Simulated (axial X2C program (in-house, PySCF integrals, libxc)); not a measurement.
## Nuclear properties of GaOH⁻

Calculated with an axial X2C code built on PySCF integrals: two-component X2C with atomic mean-field Coulomb and Gaunt terms, Gaussian nuclei, basis Ga dyall-v3z, O dyall-av3z, H dyall-v3z with contracted cores.

Ga–O–H held linear, with bonds 1.875 and 0.953 Å (near the PBE0 minimum at charge -1 of the determinant lowest at the starting distance; the state shown can have its own minimum elsewhere, held linear; other orders of the atoms were not compared).

Determinant lowest in the PBE0 search, Ω = 1/2 (⟨Sz⟩ = -0.50, ⟨Lz⟩ = 1.00 at PBE0), spin on the atoms Ga -0.55, O 0.05, H 0.00:

```
 level  Eeff magnitude (GV/cm)  Ws magnitude Ga (kHz)  A∥/gI Ga (MHz)  qzz Ga (a.u.)  A∥/gI O (MHz)  qzz O (a.u.)  A∥/gI H (MHz)  qzz H (a.u.)
  PBE0                  0.0906                  0.088             718          -0.92           73.6          1.68           2.65          0.54
    HF                   0.313                  0.277             815          -1.20           38.3          1.74           2.15          0.54
r2SCAN                   0.198                  0.181             831          -0.86           63.5          1.69            2.8          0.54
```

Determinant 0.04 eV from it at PBE0 and this distance, Ω = 3/2 (⟨Sz⟩ = 0.50, ⟨Lz⟩ = 1.00 at PBE0), spin on the atoms Ga 0.55, O -0.05, H 0.00:

```tsv
level	Eeff magnitude (GV/cm)	Ws magnitude Ga (kHz)	A∥/gI Ga (MHz)	qzz Ga (a.u.)	A∥/gI O (MHz)	qzz O (a.u.)	A∥/gI H (MHz)	qzz H (a.u.)
PBE0	0.127	0.0391	1.76	-0.97	17.5	1.68	1.02	0.54
HF	0.394	0.115	-70.4	-1.25	22.5	1.74	0.803	0.54
r2SCAN	0.229	0.0687	-33.6	-0.91	22.6	1.69	1.12	0.54
```

Eeff is the effective electric field on the electron electric dipole moment in this Ω state and Ws the scalar–pseudoscalar constant of the nucleus named (defined with the proton number Z and per Ω); A∥ (defined per Ω) follows by multiplying with gI = μI/(I μN); qzz is the electric field gradient, eQq0 = 234.96 MHz × Q/barn × qzz. The operators were transformed with the bare-nucleus X2C matrices; with these basis sets, hyperfine constants and field gradients can be off by tens of per cent, and where levels differ in sign neither size nor sign is settled.

Problem. With gI(69Ga) = 1.3444, Q(69Ga) = 0.171 barn, gI(17O) = -0.7575, Q(17O) = -0.02558 barn, gI(1H) = 5.5857 (g factors from the IAEA table of nuclear moments by Stone; Q from Pyykkö, Mol. Phys. 2018), turn the PBE0 values of the first state into constants in MHz.

Solution. A∥(69Ga) = 718 × 1.3444 = 965 MHz; eQq0(69Ga) = 234.96 × (0.171) × (-0.92) = -37 MHz; A∥(17O) = 73.6 × -0.7575 = -55.8 MHz; eQq0(17O) = 234.96 × (-0.02558) × (1.68) = -10.1 MHz; A∥(1H) = 2.65 × 5.5857 = 14.8 MHz.

The molecule was held linear; bending was not examined, so a bent shape may lie lower.

Each state is one determinant with collinear spin. Unrestricted Hartree–Fock can overshoot spin polarisation at the nuclei. For an anion, determinants above electron detachment, or with a positive highest level, are held by the basis set. Where Eeff spreads by more than a factor of two the levels disagree and none is to be relied on. The search compared states at one distance, so a state with another bond length can lie lower. PBE0 term energies can be off by some tenths of an eV.
